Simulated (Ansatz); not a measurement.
The cluster B8N⁺: single points at one geometry.

```yaml
crystal:
  periodic: [false, false, false]
  atoms:
    - {symbol: N, position_ang: [0.439905, 1.511188, 0.056058]}
    - {symbol: B, position_ang: [0.783736, 0.175608, -1.179053]}
    - {symbol: B, position_ang: [0.087999, 1.606148, -1.329354]}
    - {symbol: B, position_ang: [0.196363, -0.812167, 1.549469]}
    - {symbol: B, position_ang: [0.502804, 0.701755, 1.115568]}
    - {symbol: B, position_ang: [-1.134565, -0.716450, 0.099736]}
    - {symbol: B, position_ang: [-1.047142, 0.690617, -0.676467]}
    - {symbol: B, position_ang: [0.528904, -1.183811, -0.356167]}
    - {symbol: B, position_ang: [-0.358014, -1.972899, 0.720211]}
basis:
  gaussian: {orbitals: def2-TZVPP, initial_orbitals: start.molden}
total_charge: 1
correlation: {method: ccsd_t}
scf: {omitted_lower_state_checks: [starts]}
output: {orbitals: {seedname: orbitals}}
```

The file start.molden holds the orbitals of an earlier run on this structure, at another level or in another basis.

```sh
$ ansatz run in.yaml --threads 4 --pin off --events-out ev --progress --plain --max-ram 4787MiB
```

Output, abridged:

```
Functional definition: HF
1753 factors; integrals over basis functions are off by at most 1.3e-3 eV
mean field evaluation 1: about -6838.4702 eV, gradient 2.6e1 eV
mean field evaluation 2: about -6839.5771 eV, gradient 1.2e0 eV
mean field evaluation 4: about -6840.1023 eV, gradient 4.5e-2 eV
mean field evaluation 8: about -6840.1024 eV, gradient 2.4e-6 eV
mean field evaluation 16: about -6832.4880 eV, gradient 7.8e0 eV
mean field evaluation 32: about -6831.6290 eV, gradient 2.1e-1 eV
mean field -6840.10240630 eV, -251.3691270435 hartree, gradient 5.9e-6 eV, S^2 0.000000; 0 other end points of the search recorded, 0 dependent functions left out; unrestricted orbitals would lower it
9 core orbitals not correlated: weight in the atoms' cores, before any rotation towards them, 1.000 or more for the frozen orbitals, at most 0.000 for the correlated occupied ones
reference -6840.10240630 eV, -251.3691270435 hartree; 14, 14 occupied and 256, 256 virtual orbitals, 1753 factors
second order -25.96532828 eV of doubles, -0.00000000 eV of singles
cycle   1  -24.52803706 eV  change     1.4e0 eV  update   2.0e-1
cycle   2  -25.56164100 eV  change    -1.0e0 eV  update   8.2e-2
cycle   3  -25.82687955 eV  change   -2.7e-1 eV  update   4.2e-2
cycle   4  -25.81472719 eV  change    1.2e-2 eV  update   1.8e-2
cycle   5  -25.80281070 eV  change    1.2e-2 eV  update   1.1e-2
cycle   6  -25.81015749 eV  change   -7.3e-3 eV  update   5.5e-3
cycle   7  -25.80923069 eV  change    9.3e-4 eV  update   2.5e-3
cycle   8  -25.80812499 eV  change    1.1e-3 eV  update   1.2e-3
cycle   9  -25.80896026 eV  change   -8.4e-4 eV  update   5.5e-4
cycle  10  -25.80939703 eV  change   -4.4e-4 eV  update   2.8e-4
cycle  11  -25.80896270 eV  change    4.3e-4 eV  update   1.4e-4
cycle  12  -25.80909673 eV  change   -1.3e-4 eV  update   6.9e-5
cycle  13  -25.80908897 eV  change    7.8e-6 eV  update   3.0e-5
cycle  14  -25.80912550 eV  change   -3.7e-5 eV  update   1.5e-5
cycle  15  -25.80913958 eV  change   -1.4e-5 eV  update   5.4e-6
perturbative correction -2.15935374 eV, -0.0793547862 hartree
Total energy: -6868.07089961 eV, -252.3969502151 hartree
Checks for a lower state left out: starts
```

Hardware: 4 threads of Arm Neoverse V2 on a shared host. Wall time 14 min, peak host memory 3.3 GiB.

The first input with `gaussian: {orbitals: def2-SVP, initial_orbitals: start.molden}`, `hamiltonian: {xc: pbe0, dispersion: d4}` and without the key `correlation` (abridged; 1.4 s):

```
Functional definition: PBE0
mean field -6869.88496806 eV, -252.4636160008 hartree, gradient 1.6e-5 eV, S^2 0.000000
Total energy: -6870.18855400 eV, -252.4747725784 hartree
Checks for a lower state left out: starts
```

As the first input, with `gaussian: {orbitals: def2-SVP, initial_orbitals: start.molden}`, `hamiltonian: {xc: pbe, dispersion: d4}` and without the key `correlation` (abridged; 1.2 s):

```
Functional definition: PBE
mean field -6869.43897486 eV, -252.4472260532 hartree, gradient 1.3e-5 eV, S^2 0.000000
Total energy: -6869.80199333 eV, -252.4605667358 hartree
Checks for a lower state left out: starts
```

First input, but with `gaussian: {orbitals: def2-TZVP, initial_orbitals: start.molden}`, `hamiltonian: {xc: pbe, dispersion: d4}`, `output: {forces: true, orbitals: {seedname: orbitals}}` and without the key `correlation` (abridged; 3.2 s):

```
Functional definition: PBE
mean field -6876.52185452 eV, -252.7075170795 hartree, gradient 2.4e-5 eV, S^2 0.000000
Total energy: -6876.88488196 eV, -252.7208580919 hartree
Atom 0 force     0.103528     0.587756    -0.231189 eV/Å
Atom 1 force     0.032182    -0.206560    -0.008006 eV/Å
Atom 2 force    -0.046530     0.017390    -0.189948 eV/Å
Atom 3 force     0.058195     0.283546    -0.076194 eV/Å
Atom 4 force    -0.000773    -0.619444     0.629075 eV/Å
Atom 5 force    -0.110542     0.023704     0.037092 eV/Å
Atom 6 force    -0.132702    -0.163193     0.034566 eV/Å
Atom 7 force     0.110566    -0.039717    -0.022508 eV/Å
Atom 8 force    -0.013923     0.116516    -0.172889 eV/Å
Dipole moment:     0.027171     0.016888     0.080216 e Å
Checks for a lower state left out: starts
```

First input, but with `gaussian: {orbitals: def2-TZVP, initial_orbitals: start.molden}`, `hamiltonian: {xc: {name: CAM-B3LYP}, dispersion: d4}` and without the key `correlation` (abridged; 4.6 s):

```
Functional definition: CAM-B3LYP
mean field -6880.45487528 eV, -252.8520529266 hartree, gradient 1.7e-5 eV, S^2 0.000000
Total energy: -6880.76525278 eV, -252.8634590894 hartree
Checks for a lower state left out: starts
```

As the first input, with `gaussian: {orbitals: def2-TZVP, initial_orbitals: start.molden}`, `hamiltonian: {xc: pbe0, dispersion: d4}` and without the key `correlation` (abridged; 3.8 s):

```
Functional definition: PBE0
mean field -6876.96864380 eV, -252.7239362827 hartree, gradient 1.3e-5 eV, S^2 0.000000
Total energy: -6877.27223694 eV, -252.7350931249 hartree
Checks for a lower state left out: starts
```

As the first input, with `gaussian: {orbitals: def2-TZVP, initial_orbitals: start.molden}`, `hamiltonian: {xc: {name: wB97X-V}}` and without the key `correlation` (abridged; 11 s):

```
Functional definition: wB97X-V
mean field -6883.84973795 eV, -252.9768118288 hartree, gradient 2.6e-5 eV, S^2 0.000000
Total energy: -6883.84973557 eV, -252.9768117413 hartree
Checks for a lower state left out: starts
```

Geometry: PBE0-D4/def2-SVP.

Correlated methods freeze 9 core orbitals. At CCSD(T)/def2-TZVPP T1 of the charge 1 singlet is large (up to 0.028), so the single-reference result is doubtful. At CCSD(T)/def2-TZVPP the restricted singlet (for correlated methods, its reference) is unstable: a solution with broken spin symmetry lies lower. The restricted singlet is unstable towards broken spin symmetry in Hartree–Fock (as tested in another run); at PBE0-D4/def2-SVP, PBE-D4/def2-SVP, PBE-D4/def2-TZVP, CAM-B3LYP-D4/def2-TZVP and others this wasn't settled. Another isomer (singlet) lies 2.51 eV lower at PBE0-D4/def2-TZVP; other spin states weren't run for this one.
